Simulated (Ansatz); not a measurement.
`[Cl][In]([Cl])[SeH]` + `CNC` → `C[N](C)[In]([Cl])[Cl]` + H₂Se at 500 K and 1 bar (ligand exchange at the In–Se bond).

Isolated molecules relaxed with PBE0-D4/def2-TZVP in Ansatz; ΔE leaves out vibrations. CCSD(T)/CBS adds triple-zeta CCSD(T) − MP2 to the extrapolated MP2 energy (def2 sets, frozen cores). def2 core potentials past Kr. For In, Se outer-core shells are correlated without core-valence functions, which leaves a few kJ/mol of doubt a bond. Scalar relativity is left out up to krypton. One conformer a species, not always the lowest.

```json
{"species": "`[Cl][In]([Cl])[SeH]`", "CCSD(T)/CBS energy (Eh)": "-3510.81908", "H − E (kJ/mol)": "66.7", "S (J/(mol·K))": "427.7"}
{"species": "`CNC`", "CCSD(T)/CBS energy (Eh)": "-135.00321", "H − E (kJ/mol)": "273.8", "S (J/(mol·K))": "313.8"}
{"species": "`C[N](C)[In]([Cl])[Cl]`", "CCSD(T)/CBS energy (Eh)": "-1243.88764", "H − E (kJ/mol)": "277.1", "S (J/(mol·K))": "498.4"}
{"species": "H₂Se", "CCSD(T)/CBS energy (Eh)": "-2401.89790", "H − E (kJ/mol)": "53.1", "S (J/(mol·K))": "237.8"}
```

H − E and S are ideal-gas, rigid-rotor, harmonic terms from PBE0-D4/def2-TZVP, for one conformer and one mirror image of each species. 1 Eh = 2625.50 kJ/mol, R = 8.31446 J/(mol·K).

By hand: ΔE, ΔH, ΔS and ΔG.

ΔE = (-1243.88764) + (-2401.89790) − (-3510.81908) − (-135.00321) = 0.03675 Eh = 96.5 kJ/mol. Δ(H − E) = 277.1 + 53.1 − 66.7 − 273.8 = -10.3, so ΔH = 86.2 kJ/mol. ΔS = 498.4 + 237.8 − 427.7 − 313.8 = -5.3 J/(mol·K). ΔG = 86.2 − 500 × (-5.3)/1000 = 88.9 kJ/mol.

By hand: the equilibrium constant, and the temperature at which ΔG would vanish if ΔH and ΔS stayed fixed.

log₁₀ K = −ΔG/(RT ln 10) = -9.3. ΔH and −TΔS have one sign here, so there is no such temperature.

The number of gas molecules stays the same, so ΔS is small and ΔH decides. A doubt of 5 kJ/mol in ΔE shifts log₁₀ K by 0.5 here. Other conformers and mirror images would add mixing entropy, several J/(mol·K) or more a flexible species. Modes under 60 cm⁻¹, often nearly free rotors, make the harmonic entropy too high. These are equilibria of isolated gas molecules and say nothing of rates. Largest T1 diagnostic: 0.014 (customary marks: 0.02 for closed shells, 0.045 for open ones).

ΔS is within the doubt of such terms, so its sign, and with it that verdict, could turn.
